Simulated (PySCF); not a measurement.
C₇H₇, SMILES Cc1cc[c]cc1, multiplicity 2.

Geometry: PBE0-D3(BJ)/def2-SVP. The isomer is the one that the SMILES or the coordinates give; other isomers of the formula were not compared.

The numbers are results of PBE/def2-TZVP in PySCF, not measurements.

Isolated molecule, no solvent.

```json
{
 "total_energy": "-270.61089 hartree",
 "α spin, highest occupied and lowest empty level": "-5.50 and -1.33 eV",
 "β spin, highest occupied and lowest empty level": "-5.96 and -3.15 eV",
 "dipole_moment": "1.30 D",
 "quadrupole, principal values (traceless, Buckingham form, about the centre of nuclear charge)": "-5.72, -0.62, 6.34 D·Å",
 "mean_static_polarisability": "79.2 bohr³ (11.73 Å³)",
 "polarisability_principal_values": "48.5, 89.8, 99.2 bohr³",
 "⟨S²⟩": "0.756 (pure state 0.75)"
}
```
